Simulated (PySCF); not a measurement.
Vertical excitations of a molecule CH₇AlO₂Si from TDA-M06-2X/def2-SVPD (PySCF 2.14.0), as energy in eV (oscillator strength): 7.06 (0.002), 7.09 (0.000), 7.11 (0.001), 7.44 (0.035), 7.45 (0.009), 7.59 (0.104), 7.74 (0.039), 8.25 (0.087), 8.27 (0.016), 8.44 (0.036). Lowest triplet (TDA): 6.63 eV. The structure is a stationary point at PBE0-D3(BJ)/def2-SVP. The values are those of a single conformer.

Task: Pick the molecule that these values belong to.
A. [OH][Al]([OH])[CH2][SiH3]
B. [CH3][Al]([OH])[O][SiH3]
C. C[O][AlH][O][SiH3]
D. C[O][Al]([OH])[SiH3]

Result: C, C[O][AlH][O][SiH3]
